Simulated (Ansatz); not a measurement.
CHNO, SMILES `N#CO` (charge 0, multiplicity 1).

Level of theory: LDA/cc-pVTZ // PBE0-D3(BJ)/def2-TZVP run with Ansatz (a quantum-chemistry and plane-wave program).

Ansatz 0.2 input:
```yaml
crystal:
  periodic: [false, false, false]
  atoms:
    - { symbol: N, position_ang: [1.587455, 0.130779, -0.317711] }
    - { symbol: C, position_ang: [0.474221, -0.094045, -0.120585] }
    - { symbol: O, position_ang: [-0.756075, -0.414378, 0.099706] }
    - { symbol: H, position_ang: [-1.305601, 0.377644, 0.16641] }
basis:
  gaussian: { orbitals: cc-pVTZ }
hamiltonian:
  xc: lda
```

Output:

```
Functional definition: SPW92
566 factors; their error is unknown
mean field evaluation 1: about -4547.5503 eV, gradient 6.3e1 eV
mean field evaluation 2: about -4520.6731 eV, gradient 1.2e2 eV
mean field evaluation 4: about -4554.5192 eV, gradient 9.2e0 eV
mean field evaluation 8: about -4554.6523 eV, gradient 1.3e-1 eV
mean field evaluation 16: about -4554.6400 eV, gradient 8.4e-5 eV
mean field -4554.63997973 eV, -167.3799320093 hartree, gradient 8.4e-5 eV, S^2 0.000000; 0 other end points of the search recorded, 0 dependent functions left out
reference -4554.63999896 eV, -167.3799327160 hartree; 11, 11 occupied and 93, 93 virtual orbitals, 566 factors
Total energy: -4554.63999896 eV, -167.3799327160 hartree
```
